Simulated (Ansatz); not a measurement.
`C[N]([SiH3])[InH2]` + CH₃OH → `C[O][InH2]` + `CN[SiH3]` at 298.15 K and 1 bar (ligand exchange at the In–N bond).

Calculated with Ansatz (gas phase, PBE0-D4/def2-TZVP geometries, no zero-point term in ΔE). CCSD(T)/CBS adds triple-zeta CCSD(T) − MP2 to the extrapolated MP2 energy (def2 sets, frozen cores). This one scheme is used for every species. Elements past krypton have def2 core potentials. For In outer-core shells are correlated without core-valence functions, which leaves a few kJ/mol of doubt a bond.

```json
{"species": "`C[N]([SiH3])[InH2]`", "CCSD(T)/CBS energy (Eh)": "-576.45186", "H − E (kJ/mol)": "235.1", "S (J/(mol·K))": "369.5"}
{"species": "CH₃OH", "CCSD(T)/CBS energy (Eh)": "-115.61712", "H − E (kJ/mol)": "146.3", "S (J/(mol·K))": "238.2"}
{"species": "`C[O][InH2]`", "CCSD(T)/CBS energy (Eh)": "-306.01914", "H − E (kJ/mol)": "156.4", "S (J/(mol·K))": "318.5"}
{"species": "`CN[SiH3]`", "CCSD(T)/CBS energy (Eh)": "-386.04948", "H − E (kJ/mol)": "224.3", "S (J/(mol·K))": "300.3"}
```

H − E and S are ideal-gas, rigid-rotor, harmonic terms from PBE0-D4/def2-TZVP, for one conformer and one mirror image of each species. 1 Eh = 2625.50 kJ/mol, R = 8.31446 J/(mol·K).

Problem. By hand: ΔE, ΔH, ΔS and ΔG.

Solution. ΔE = (-306.01914) + (-386.04948) − (-576.45186) − (-115.61712) = 0.00036 Eh = 0.9 kJ/mol. Δ(H − E) = 156.4 + 224.3 − 235.1 − 146.3 = -0.7, so ΔH = 0.2 kJ/mol. ΔS = 318.5 + 300.3 − 369.5 − 238.2 = 11.1 J/(mol·K). ΔG = 0.2 − 298.15 × (11.1)/1000 = -3.1 kJ/mol.

Problem. By hand: the equilibrium constant, and the temperature at which ΔG would vanish if ΔH and ΔS stayed fixed.

Solution. log₁₀ K = −ΔG/(RT ln 10) = 0.5. ΔG = 0 at ΔH/ΔS = 18 K, though so small a ΔH makes that figure unsure.

TΔS isn't small against ΔH here. The sign of ΔG lies within the doubt. A doubt of 5 kJ/mol in ΔE shifts log₁₀ K by 0.9 here. Other conformers and mirror images would add mixing entropy, several J/(mol·K) or more a flexible species. These are equilibria of isolated gas molecules and say nothing of rates. Largest T1 diagnostic: 0.017 (customary marks: 0.02 for closed shells, 0.045 for open ones).
